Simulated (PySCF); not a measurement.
# UHF on Al⁺ (aluminium, charge +1)

Configuration: [Ne] 3s2, closed-shell 1S. Calculation: PySCF 2.14, in cc-pV(T+d)Z; no relativity, point nucleus.

```
Total energy                                     : -241.673376 hartree
One-electron energy                              : -332.8464 hartree
Hartree (Coulomb) energy                         : 109.0650 hartree
Exchange energy                                  : -17.8921 hartree
Kinetic energy                                   : 241.65328 hartree
⟨S²⟩                                             : 0.0000
⟨L²⟩                                             : 0.000
Sum of ⟨r⟩                                       : 9.945 bohr
Sum of ⟨r²⟩                                      : 17.33 bohr²
Density at the nucleus (Gaussians lack the cusp) : 1380 bohr⁻³
Langevin diamagnetic susceptibility              : -13.7 ×10⁻⁶ cm³/mol
Time after the integrals                         : 0.07 s of wall time on 1 thread of Neoverse-V2 (shared host)
```

```tsv
shell	electrons	mean orbital energy (eV)	rms radius, mean of both spins (bohr)
1s	2	-1600.4	0.139
2s	2	-141.97	0.677
2p	6	-95.852	0.674
3s	2	-17.748	2.61
```
